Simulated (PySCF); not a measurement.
Start geometry of `CS[C@@]1(SC(F)(F)F)C[C@@H]1C#N` from GFN2-xTB (Å):
```
atom  x, y, z in Å
C1     1.9047   -1.7821    0.1637
S2     0.4939   -1.2963    1.1955
C3    -0.0153    0.1703    0.2942
S4    -0.6428   -0.1194   -1.3866
C5    -2.2784   -0.8192   -0.9521
F6    -2.9478   -0.0375   -0.1038
F7    -3.0046   -0.9385   -2.0563
F8    -2.1900   -2.0217   -0.3909
C9    -0.5693    1.3238    1.0640
C10    0.8144    1.4286    0.4793
C11    1.0398    2.2938   -0.6270
N12    1.2276    2.9942   -1.5113
H13    2.2434   -2.7419    0.5385
H14    2.6964   -1.0432    0.2489
H15    1.5747   -1.8771   -0.8671
H16   -0.6592    1.2095    2.1339
H17   -1.3564    1.9095    0.6113
H18    1.6602    1.3535    1.1542
```

Question: What comes out of this run: PBE0-D3(BJ)/def2-SVP geometry optimisation, gas phase (PySCF 2.14.0)?

Answer: 
```
atom  x, y, z in Å
C1     1.9273   -1.7248    0.2621
S2     0.5559   -1.1664    1.2895
C3    -0.0261    0.1961    0.2937
S4    -0.5825   -0.1432   -1.3817
C5    -2.1540   -0.9779   -1.0097
F6    -2.9270   -0.2555   -0.2032
F7    -2.7860   -1.1423   -2.1652
F8    -1.9970   -2.1673   -0.4480
C9    -0.6676    1.3261    1.0393
C10    0.7045    1.5295    0.4597
C11    0.9149    2.4158   -0.6532
N12    1.1177    3.1361   -1.5371
H13    2.3428   -2.6193    0.7456
H14    2.7118   -0.9576    0.1843
H15    1.5609   -1.9920   -0.7399
H16   -0.7408    1.2366    2.1258
H17   -1.5013    1.8301    0.5475
H18    1.5459    1.4882    1.1589
```

The energy falls by 1.8 kcal/mol over 8 energy and gradient evaluations, the largest force component goes from 0.0290 to 3.5e-04 Eh/bohr, and the atoms move by 0.097 Å rms after alignment. The bond that changes most is C3–S4 (sp3 carbon bound to sulfur to sulfide sulfur), which shortens by 0.020 Å. Bonds longer at the end by more than 0.005 Å: 9 of 18; shorter: 5. Among the angles that change most is S2–C3–S4, from 115.6° to 118.5°. Rotational constants go from 913.9, 609.9, 465.8 to 902.5, 609.7, 463.2 MHz. The orientation of the end geometry is arbitrary; only internal coordinates are fixed.

The run used 206 basis functions and 58 SCF cycles in all.

Not checked by PBE0-D3(BJ)/def2-SVP frequencies. One conformer, not necessarily the lowest.
